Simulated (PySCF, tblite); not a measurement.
Isomers of C5H7FNS (doublet state), one GFN2-xTB conformer each. Single-point energies are computed at B3LYP/pcH-1 (PySCF, gas phase, no added dispersion term), electronic only. GFN2-xTB treats the open shell by occupation alone, and not every SCF solution was tested for stability.

| SMILES | GFN2-xTB relative energy (kJ/mol) |
| --- | --- |
| C=NC[C]1C[C@@H](F)S1 | 52.3 |
| C=NC[C@@H]1C[C](F)S1 | 59.5 |
| C=N[CH][C@@H]1C[C@H](F)S1 | 0.0 |
| [H]/[C]=N\C[C@@H]1C[C@H](F)S1 | 91.4 |

Conformers: `[CH2:1]=[N:2][CH2:3][C:4]1[CH2:5][C@@H:6]([F:7])[S:8]1` (doublet state) with C1–N2–C3–C4 -102°, N2–C3–C4–C5 -60°, C3–C4–C5–C6 157°, C4–C5–C6–F7 -128°, C5–C6–S8–C4 9°, C3–C4–S8–C6 -157°; `[CH2:1]=[N:2][CH2:3][C@@H:4]1[CH2:5][C:6]([F:7])[S:8]1` (doublet state) with C1–N2–C3–C4 -125°, N2–C3–C4–C5 -60°, C3–C4–C5–C6 -127°, C4–C5–C6–F7 147°, C5–C6–S8–C4 -9°, C3–C4–S8–C6 128°; `[CH2:1]=[N:2][CH:3][C@@H:4]1[CH2:5][C@H:6]([F:7])[S:8]1` (doublet state) with C1–N2–C3–C4 -24°, N2–C3–C4–C5 -157°; `[H]/[C:1]=[N:2]\[CH2:3][C@@H:4]1[CH2:5][C@H:6]([F:7])[S:8]1` (doublet state) with C1–N2–C3–C4 -22°, N2–C3–C4–C5 161°.

Q: What does B3LYP/pcH-1 give for the same structures?

A: 
```
                       SMILES  B3LYP/pcH-1 E (Eh)  B3LYP/pcH-1 (kJ/mol)  GFN2-xTB (kJ/mol)  point group
    C=N[CH][C@@H]1C[C@H](F)S1          -747.46083                   0.0                0.0           C1
         C=NC[C]1C[C@@H](F)S1          -747.44778                  34.3               52.3           C1
         C=NC[C@@H]1C[C](F)S1          -747.44540                  40.5               59.5           C1
[H]/[C]=N\C[C@@H]1C[C@H](F)S1          -747.43113                  78.0               91.4           C1
```

Both levels put the same isomer lowest; measured from each level's own lowest isomer, the values differ by up to 19.0 kJ/mol (C=NC[C@@H]1C[C](F)S1: 59.5 against 40.5). Neighbours under 21 kJ/mol apart (C=NC[C]1C[C@@H](F)S1 and C=NC[C@@H]1C[C](F)S1) can change places with a better method, another conformer or zero-point energy.

Q: What happens when harmonic zero-point energies from GFN2-xTB frequencies are added?

A: 
```json
{"SMILES": "C=N[CH][C@@H]1C[C@H](F)S1", "ZPE (kJ/mol)": "286.2", "electronic (kJ/mol)": "0.0", "with ZPE (kJ/mol)": "0.0"}
{"SMILES": "C=NC[C]1C[C@@H](F)S1", "ZPE (kJ/mol)": "286.7", "electronic (kJ/mol)": "34.3", "with ZPE (kJ/mol)": "34.8"}
{"SMILES": "C=NC[C@@H]1C[C](F)S1", "ZPE (kJ/mol)": "288.5", "electronic (kJ/mol)": "40.5", "with ZPE (kJ/mol)": "42.8"}
{"SMILES": "[H]/[C]=N\\C[C@@H]1C[C@H](F)S1", "ZPE (kJ/mol)": "286.2", "electronic (kJ/mol)": "78.0", "with ZPE (kJ/mol)": "78.1"}
```

The zero-point energies span 2.3 kJ/mol. The order is unchanged.

Q: As an exercise, what shares would exp(−E/RT) give at 1000 K from these electronic energies alone (no entropy, no degeneracies)?

A: RT = 8.314 kJ/mol: C=N[CH][C@@H]1C[C@H](F)S1 97.7 %, C=NC[C]1C[C@@H](F)S1 1.6 %, C=NC[C@@H]1C[C](F)S1 0.7 %, [H]/[C]=N\C[C@@H]1C[C@H](F)S1 under 0.1 %.
